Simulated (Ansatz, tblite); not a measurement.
Cost and result up the ladder for LaBr3 (4 atoms). Total charge 0; singlet. Geometry: PBE0-D4/def2-SVP.

Cartesian coordinates in Å:
```
La 0.204 0.211 -0.106
Br 0.327 -1.574 -2.200
Br -2.017 1.831 0.071
Br 1.486 -0.468 2.236
```

Ansatz on 4 threads of Arm Neoverse V1 on a shared host; xTB runs through tblite on one thread. Times are rough, summed over both states, and most runs start from the orbitals of an earlier one. PBE0-D4/def2-TZVP serves as the yardstick here, not as an exact answer. The other state is a triplet.

In the def2 sets La takes a core potential; there is no spin–orbit coupling. The xTB rows come from tblite. HOMO above LUMO, or a gap near zero within one spin, warns that the state may not be the lowest or that an electron is smeared out.

xTB has no spin-polarisation term.

| level | functions | wall time |
| --- | --- | --- |
| GFN2-xTB | 36 | 0.014 s |
| GFN1-xTB | 36 | 0.026 s |
| PBE-D4/def2-TZVP | 184 | 19 s |
| PBE0-D4/def2-TZVP | 184 | 31 s |

(1) Estimate what each level gives for the vertical triplet (eV).

Answers

(1) 
```
            level  vertical triplet (eV)  difference from PBE0-D4/def2-TZVP (eV)                                  remarks
         GFN2-xTB                   1.15                                   -3.15                                        –
         GFN1-xTB                   2.33                                   -1.97                                        –
 PBE-D4/def2-TZVP                   3.81                                   -0.49  gap within one spin near zero (triplet)
PBE0-D4/def2-TZVP                   4.30                                    0.00                                        –
```
